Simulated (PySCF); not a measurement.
C2H7NPSi: g tensor and hyperfine couplings

Species: C2H7NPSi (doublet state).
Numbering: `[CH2:1]/[N:2]=[CH:3]\[SiH2:4][PH2:5]` (hydrogens: H6, H7 on C1; H8 on C3; H9, H10 on Si4; H11, H12 on P5)

Structure used (GFN2-xTB), in Å, numbered top down from 1:
```
atom  x, y, z in Å
C1    -1.503   -1.400   -0.142
N2    -1.417   -0.599    0.848
C3    -0.877    0.565    1.021
Si4    0.617    1.234    0.094
P5     2.098   -0.442   -0.104
H6    -1.408   -1.081   -1.177
H7    -1.767   -2.426    0.052
H8    -1.311    1.150    1.821
H9     0.230    1.776   -1.222
H10    1.229    2.293    0.897
H11    1.322   -1.204   -0.957
H12    2.787    0.133   -1.157
```

The hyperfine couplings belong to this conformer and change with its torsions.

Method used: UKS B3LYP, pcH-1 on C H N P Si, non-relativistic, mean-field spin-orbit, GIAO (PySCF 2.14.0). Isolated species at its GFN2-xTB geometry (one conformer only). GFN2-xTB frequencies show an imaginary mode (46i cm⁻¹), so this geometry is no minimum at that level. The geometry wasn't refined by DFT: couplings that depend on bond lengths, twists or pyramidal angles can differ widely from those at the functional's own minimum. The frame is twisted about the N2–C3 bond at this geometry (dihedral C1–N2–C3–Si4 = -28°); couplings at other torsion angles weren't computed. Stability of the SCF solution: not tested.

- g1, g2, g3: 2.00164, 2.00272, 2.00315
- g_iso: 2.00250
- Form of g: rhombic: the two nearest values differ by 28 % of g3 − g1
- ⟨S²⟩: 0.7623 (exact 0.7500)
- Total energy: -765.97742 Eh

Isotropic coupling and dipolar principal values T1 to T3, in G; ρ(0) is the spin density at the nucleus (MHz turned into gauss with g_iso; 10 G = 1 mT):

| atom | isotope | a_iso | of which spin–orbit | T1 | T2 | T3 | Mulliken spin population | ρ(0) (bohr⁻³) |
| --- | --- | --- | --- | --- | --- | --- | --- | --- |
| C1 | 13C | 20.4 | 0.0 | -12.6 | -11.7 | 24.3 | 0.42 | 0.0508 |
| N2 | 14N | 7.3 | 0.0 | -7.0 | -1.5 | 8.6 | 0.03 | 0.0635 |
| C3 | 13C | 19.1 | 0.0 | -15.5 | -15.0 | 30.5 | 0.54 | 0.0478 |
| Si4 | 29Si | 5.0 | 0.0 | -1.9 | 0.2 | 1.7 | 0.01 | -0.0159 |
| P5 | 31P | 2.1 | 0.0 | -1.7 | -1.1 | 2.7 | 0.01 | 0.0032 |
| H6 | 1H | -1.7 | 0.0 | -5.0 | -0.9 | 5.9 | 0.00 | -0.0010 |
| H7 | 1H | -5.4 | 0.0 | -5.8 | -1.5 | 7.3 | -0.02 | -0.0034 |
| H8 | 1H | -5.8 | 0.0 | -7.1 | -1.5 | 8.6 | -0.02 | -0.0037 |
| H9 | 1H | 22.7 | 0.0 | -0.9 | -0.3 | 1.2 | 0.03 | 0.0143 |
| H10 | 1H | -1.0 | 0.0 | -0.9 | -0.6 | 1.5 | 0.00 | -0.0006 |
| H11 | 1H | 0.5 | 0.0 | -0.9 | -0.5 | 1.3 | 0.00 | 0.0003 |
| H12 | 1H | -0.4 | 0.0 | -0.3 | -0.3 | 0.6 | 0.00 | -0.0003 |

The Mulliken spin populations are largest on C3 (+0.54) and C1 (+0.42). The angles at C3 add up to 359.9°, so it is planar.

C1, the radical centre as drawn in `[CH2]/N=C\[SiH2]P`, holds a spin population of +0.42 out of 1.

Under fast tumbling the dipolar parts average out, and these isotropic splittings remain: 2 × 1H (H9/H10, I = 1/2, 3 lines) with 1.09 mT, 1 × 14N (N2, I = 1, 3 lines) with 0.73 mT, 1 × 1H (H8, I = 1/2, 2 lines) with 0.58 mT, 1 × 1H (H7, I = 1/2, 2 lines) with 0.54 mT, 1 × 31P (P5, I = 1/2, 2 lines) with 0.21 mT and 1 × 1H (H6, I = 1/2, 2 lines) with 0.17 mT.

Means are taken over nuclei equivalent by connectivity, which assumes that they swap fast. H6 and H7 aren't averaged: C1 is flat or nearly so (angle sum 360°), and its turn about the short C1–N2 bond (1.28 Å) is taken as slow. The 1H value of +30.5 MHz is a mean of couplings from -2.8 to 63.8 MHz in this one geometry, not an average over conformers.

The 29Si coupling of Si4 (14.1 MHz) shows only in satellite lines or after enrichment, since that isotope makes up about 4.7 % of natural silicon.

The 13C coupling of C1 (57.0 MHz) shows only in satellite lines or after enrichment, since that isotope makes up about 1.07 % of natural carbon.

Examples of negative spin density at the nucleus (bohr⁻³): Si4 (-0.0159), H8 (-0.0037) and H7 (-0.0034).
